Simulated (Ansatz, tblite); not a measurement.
Removing and adding an electron: `C[Si](C)(C)C#Cc1ccc(-c2ccc(-c3ccc(C#C[Si](C)(C)C)s3)s2)s1`. Total charge 0; singlet. Geometry: PBE-D4/def2-SVP. Ansatz, gas phase; energy differences of separate SCF runs; the oxidised species was run as a doublet alone; the reduced species was run as a doublet alone.

```xyz
51

C     1.1558   -3.6041   -9.3606
Si    2.7350   -3.7730   -8.3354
C     3.0885   -5.5934   -7.9668
C     4.1993   -2.9833   -9.2331
C     2.4987   -2.8779   -6.7358
C     2.3600   -2.2686   -5.6662
C     2.2113   -1.5737   -4.4532
C     3.0858   -0.6629   -3.8502
C     2.6074   -0.1554   -2.6227
C     1.3565   -0.6627   -2.2556
C     0.5744   -0.3690   -1.0811
C    -0.6773   -0.8606   -0.7023
C    -1.1388   -0.3419    0.5286
C    -0.2518    0.5596    1.1221
C    -0.3751    1.2837    2.3622
C     0.5295    2.1758    2.9477
C     0.0834    2.7092    4.1764
C    -1.1760    2.2372    4.5621
C    -1.9208    2.5504    5.7126
C    -2.5726    2.8307    6.7280
Si   -3.5200    3.2725    8.2522
C    -5.2583    2.5459    8.1038
C    -3.5947    5.1574    8.3809
C    -2.6234    2.5478    9.7508
S    -1.8002    1.1120    3.3624
S     1.1747    0.7552    0.1224
S     0.7740   -1.7882   -3.4617
H     1.2642   -4.1317  -10.3312
H     0.2867   -4.0401   -8.8277
H     0.9293   -2.5392   -9.5701
H     2.2463   -6.0585   -7.4155
H     3.2377   -6.1599   -8.9096
H     4.0029   -5.7036   -7.3495
H     4.3818   -3.4911  -10.2030
H     4.0091   -1.9100   -9.4364
H     5.1244   -3.0581   -8.6263
H     4.0443   -0.3878   -4.3088
H     3.1544    0.5701   -2.0044
H    -1.2384   -1.5816   -1.3131
H    -2.1003   -0.6130    0.9866
H     1.4935    2.4278    2.4838
H     0.6480    3.4241    4.7886
H    -5.8594    2.7914    9.0040
H    -5.2217    1.4421    8.0055
H    -5.7853    2.9516    7.2167
H    -2.5762    5.5918    8.4394
H    -4.1525    5.4645    9.2901
H    -4.1032    5.5963    7.4989
H    -3.1633    2.7991   10.6876
H    -1.5928    2.9495    9.8294
H    -2.5547    1.4436    9.6776
```

The xTB rows come from tblite. Single mean-field runs in def2-TZVP are fitted with def2-universal-jkfit.

```
           level  −HOMO (eV)  vertical IE (eV)  −LUMO (eV)  vertical EA (eV)  HOMO–LUMO gap (eV)  IE − EA (eV)                       remarks
        GFN2-xTB        9.65             11.22        7.96              6.34                1.69          4.88                             –
PBE-D4/def2-TZVP        4.76              6.35        2.97              1.48                1.79          4.87  HOMO above zero (-1 doublet)
```

Task: Estimate the rows for GFN1-xTB, PBE0-D4/def2-TZVP.

Result: 
| level | −HOMO (eV) | vertical IE (eV) | −LUMO (eV) | vertical EA (eV) | HOMO–LUMO gap (eV) | IE − EA (eV) |
| --- | --- | --- | --- | --- | --- | --- |
| GFN1-xTB | 10.42 | 11.99 | 8.70 | 7.08 | 1.72 | 4.91 |
| PBE0-D4/def2-TZVP | 5.51 | 6.57 | 2.41 | 1.43 | 3.09 | 5.14 |

   A HOMO above zero means that the electron is unbound at that level or that self-interaction error raises the level; the energy of removing that electron tells which. Raw xTB energy differences between charge states are shifted by several eV; the methods need an empirical correction for them. Sets without diffuse functions give affinities that are too small.
